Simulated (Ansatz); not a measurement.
Reaction (hydrogen abstraction from the Sb–H bond): stibine + H• → `[SbH2]`• + H₂

Computed with Ansatz on PBE0-D4/def2-TZVP structures; ΔE is electronic, products minus reactants. CCSD(T)/CBS is the MP2 limit (def2-TZVPP, def2-QZVPP) plus CCSD(T) − MP2 in def2-TZVPP, frozen cores. This one scheme is used for every species, atoms too. Functionals use def2-TZVPP. B3LYP here is the variant with VWN-RPA as its local correlation; programs differ in this. No spin–orbit coupling; open shells (•) take unrestricted orbitals. Elements past krypton have def2 core potentials. For Sb outer-core shells are correlated without core-valence functions, so the limit isn't a true one: a few kJ/mol of doubt a bond, and 10 to 20 or more in all where bonds break to atoms.

**Question.** Is it downhill or uphill in electronic energy at CCSD(T)/CBS, and by how much? (An estimate is asked.)

**Answer.** Ansatz gave: Downhill: ΔE = -38.3 kcal/mol.

**Question.** What do these levels give: B3LYP-D4, PBE0, B3LYP, HF/def2-SVP, MP2/def2-QZVPP, SCS-MP2/def2-QZVPP? (Best estimate.)

**Answer.** Computed: B3LYP-D4 -39.9, PBE0 -36.5, B3LYP -40.4, HF/def2-SVP -34.5, MP2/def2-QZVPP -36.3, SCS-MP2/def2-QZVPP -38.1 kcal/mol.

Largest T1 diagnostic among the species: 0.014.

Leaving LDA and LC-ωPBE aside and taking each functional with its dispersion term where it has one, the values, not all of them listed here, spread over 4.4 kcal/mol, from B3LYP-D4 to B97M-V. LDA lies +2.4 kcal/mol from PBE without D4. In def2-TZVPP, CCSD(T) changes the Hartree–Fock value by −2.8 kcal/mol (the triples alone add +0.8 kcal/mol) and MP2 by −0.8 kcal/mol.
